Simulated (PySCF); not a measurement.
## Sn³⁹⁺: ionisation energy

Sn³⁹⁺ [Ne] 3s1 (2S) → Sn⁴⁰⁺ [Ne] (1S), as a difference of total energies. Computed with PySCF 2.14 in an even-tempered Gaussian basis (18 s from 6.9 bohr⁻², ratio 2.5; 12 p from 9 bohr⁻², ratio 2.5; 4 d from 33 bohr⁻², ratio 2.7; 4 f from 50 bohr⁻², ratio 2.7), with the spin-free X2C one-electron Hamiltonian (Gaussian nucleus). Correlated levels: outer shells: 1s2 frozen; virtual orbitals above 40 to 60 times the deepest correlated orbital energy dropped. The calculations carry no spin-orbit coupling.

```tsv
method	ionisation energy (eV)
UHF	2761.8
LDA	2764.6
PBE0	2766.0
r2SCAN	2761.2
M06-L	2758.7
MP2 (outer shells)	2762.5
SCS-MP2 (outer shells)	2762.4
```

Estimate what PBE gives.

2767.3 eV, closest to PBE0 among the rows shown.

Estimate what r2SCAN0 gives.

2761.6 eV, closest to UHF among the rows shown.

Breit and QED terms and the two-electron picture change are absent.

For comparison: 2762.49 ± 0.08 eV (semi-empirical (NIST evaluation); NIST Atomic Spectra Database, ionization energies).
